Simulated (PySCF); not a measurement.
Working out the ionisation energy of V⁺

V⁺ [Ar] 3d4 (5D) → V²⁺ [Ar] 3d3 (4F). Computed with PySCF 2.14 in jorge-DZP-DKH, with the spin-free X2C one-electron Hamiltonian (Gaussian nucleus). Frozen: [Ar]. Energies in hartree (1 hartree = 27.21139 eV):

```tsv
part	V⁺ (lower)	V²⁺ (upper)
UHF	-947.880011	-947.401127
MP2 opposite-spin	0.000000	0.000000
MP2 same-spin	-0.031146	-0.010450
```

Problem. What does Hartree-Fock give?

Solution. (-947.401127) − (-947.880011) = 0.478884 hartree = 13.031 eV.

Problem. What do MP2 and SCS-MP2 (6/5 opposite-spin, 1/3 same-spin) give?

Solution. The opposite-spin parts differ by 0.000 eV and the same-spin parts by 0.563 eV. MP2: 13.031 + (0.000) + (0.563) = 13.594 eV. SCS-MP2: 13.031 + 1.2 × (0.000) + (0.563)/3 = 13.219 eV.

Reference: 14.634 ± 0.007 eV (measured; NIST Atomic Spectra Database, ionization energies), between the lowest levels; spin-orbit coupling is absent from the calculation.

A double-zeta basis recovers only part of the correlation energy.

What remains against the reference includes basis incompleteness, the frozen core and correlation beyond second order.
